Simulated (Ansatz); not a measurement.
Abridged output of a molecular run in Ansatz:

```
Functional definition: HF
1413 factors; integrals over basis functions are off by at most 1.0e-3 eV
mean field evaluation 1: about -67494.2488 eV, gradient 3.9e1 eV
mean field evaluation 2: about -67494.4831 eV, gradient 4.0e1 eV
mean field evaluation 4: about -67498.4560 eV, gradient 4.4e0 eV
mean field evaluation 8: about -67498.5418 eV, gradient 3.8e-1 eV
mean field evaluation 16: about -67498.5425 eV, gradient 2.3e-6 eV
mean field -67498.54247660 eV, -2480.5256838598 hartree, gradient 2.3e-6 eV, S^2 0.000000; 0 other end points of the search recorded, 0 dependent functions left out
16 core orbitals not correlated: weight in the atoms' cores, before any rotation towards them, 1.000 or more for the frozen orbitals, at most 0.000 for the correlated occupied ones
reference -67498.54247660 eV, -2480.5256838598 hartree; 17, 17 occupied and 203, 203 virtual orbitals, 1413 factors
second order -21.59656388 eV of doubles, -0.00000000 eV of singles
cycle   1  -21.61359982 eV  change   -1.7e-2 eV  update   1.3e-1
cycle   2  -22.30193172 eV  change   -6.9e-1 eV  update   4.4e-2
cycle   3  -22.48349739 eV  change   -1.8e-1 eV  update   2.5e-2
cycle   4  -22.46744322 eV  change    1.6e-2 eV  update   6.6e-3
cycle   5  -22.46461352 eV  change    2.8e-3 eV  update   3.5e-3
cycle   6  -22.46603903 eV  change   -1.4e-3 eV  update   1.2e-3
cycle   7  -22.46551873 eV  change    5.2e-4 eV  update   5.4e-4
cycle   8  -22.46537942 eV  change    1.4e-4 eV  update   1.9e-4
cycle   9  -22.46548053 eV  change   -1.0e-4 eV  update   6.9e-5
cycle  10  -22.46549318 eV  change   -1.3e-5 eV  update   2.6e-5
perturbative correction -0.93721538 eV, -0.0344420301 hartree
Total energy: -67521.94518516 eV, -2481.3857175365 hartree
```

Its atoms:

Z-matrix (Å, degrees):
```
Si
Ge 1 2.363
H 1 1.485 2 110.5
H 1 1.486 2 109.4 3 120.3
H 1 1.484 2 107.5 3 -120.3
C 2 1.913 1 120.9 3 119.2
O 2 1.848 1 110.0 3 71.5
H 2 1.534 1 121.6 3 -59.0
H 6 1.091 2 118.4 1 165.9
H 6 1.091 2 119.4 1 19.3
```

Which basis set was used?
A. cc-pV(Q+d)Z
B. def2-TZVPPD
C. def2-TZVPP
D. def2-SVPD

C. It gives 236 functions.

Write the keys of the input that set method, charge and spin (a neutral closed shell needs none for the last two).


```yaml
correlation: {method: ccsd_t}
```
